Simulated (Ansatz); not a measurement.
Program: Ansatz. Geometries: PBE0-D4/def2-TZVP. ΔE: electronic, gas phase. CBS: MP2 limit from def2 TZ/QZ plus the TZ coupled-cluster correction, frozen cores. DFT in def2-TZVPP. HSE06 is defined as in plane-wave codes. For Se, Zn outer-core shells are correlated without core-valence functions, which leaves a few kJ/mol of doubt a bond. Scalar relativity is left out up to krypton. One conformer a species, not always the lowest.

Reaction (ligand exchange at a P–Se bond): `P[Se][SiH2][SeH]` + `[NH2][ZnH]` → `P[NH][ZnH]` + `[SeH][SiH2][SeH]`

`P[Se][SiH2][SeH]`:

```xyz
9

P     1.354   -1.612    0.841
Se    0.923   -0.239   -0.917
Si   -1.076    0.429   -0.052
Se   -1.869    2.164   -1.286
H     1.725   -2.747    0.075
H     2.699   -1.204    1.042
H    -0.888    0.794    1.372
H    -2.115   -0.623   -0.173
H    -0.752    3.038   -0.901
```

`[NH2][ZnH]`:

Cartesian coordinates in Å:
```
N -0.752 0.040 -0.362
Zn 0.789 0.051 0.601
H -1.220 -0.834 -0.552
H -0.846 0.639 -1.168
H 2.029 0.104 1.482
```

`P[NH][ZnH]`:

Cartesian coordinates in Å:
```
P 0.698 -0.042 1.399
N -0.167 0.748 0.170
Zn -0.722 0.072 -1.433
H 1.740 -0.687 0.665
H -0.022 -1.268 1.534
H -0.360 1.703 0.424
H -1.168 -0.526 -2.758
```

`[SeH][SiH2][SeH]`:

Z-matrix (Å, degrees):
```
Si
Se 1 2.274
Se 1 2.274 2 114.3
H 1 1.483 2 112.6 3 117.8
H 1 1.483 2 103.5 3 -122.8
H 2 1.469 1 92.9 3 -55.4
H 3 1.469 1 92.9 2 -55.5
```

(1) Is it downhill or uphill in electronic energy at CCSD(T)/CBS, and by how much? (An estimate is asked.)

(2) What do these levels give: LDA (SPW92), revPBE-D4, HSE06, CAM-B3LYP, CCSD/def2-SVP, MP2/def2-QZVPP? (Best estimate.)

Largest T1 diagnostic among the species: 0.016.

Answers

(1) Computed: Uphill: ΔE = +33.6 kJ/mol.

(2) Ansatz gave: LDA (SPW92) 33.4, revPBE-D4 38.9, HSE06 34.2, CAM-B3LYP 22.9, CCSD/def2-SVP 12.5, MP2/def2-QZVPP 36.6 kJ/mol.

At CCSD(T), def2-SVP lies −19.5 kJ/mol from the extrapolated value and def2-TZVPP −4.7 kJ/mol. The D4 term adds +3.5 kJ/mol with B3LYP and +2.0 kJ/mol with PBE0; it sums over pairs of atoms, weighted by their polarisabilities, and B3LYP, whose exchange is more repulsive, gets the larger term.

B3LYP here is the variant with VWN-RPA as its local correlation; programs differ in this.
